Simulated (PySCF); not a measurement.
Hg⁶⁹⁺: ionisation energy

Hg⁶⁹⁺ [Ne] 3s1 [3s1/2^1, M_J = 1/2] → Hg⁷⁰⁺ [Ne], as a difference of total energies. All numbers are calculated (PySCF 2.14, the two-component X2C-1e Hamiltonian, in an uncontracted even-tempered set (17 s from 25 bohr⁻², ratio 2.4; 14 p from 32 bohr⁻², ratio 2.4; 4 d from 100 bohr⁻², ratio 2.6; 4 f from 150 bohr⁻², ratio 2.6)). Correlated levels: 1s2 frozen; the 46 highest virtual spinors dropped. "Screened" scales the spin-orbit matrix elements by Boettger's factors to mimic the two-electron term; Breit and QED terms are absent.

```csv
method,ionisation energy (eV)
GHF (spin-free),8624.3
GMP2 (spin-free),8625.1
GHF (screened spin-orbit),8623.2
GMP2 (screened spin-orbit),8624.1
```

Breit and QED terms and the two-electron picture change are absent.

For comparison: 8620 ± 50 eV (theoretical estimate listed by NIST; NIST Atomic Spectra Database, ionization energies).
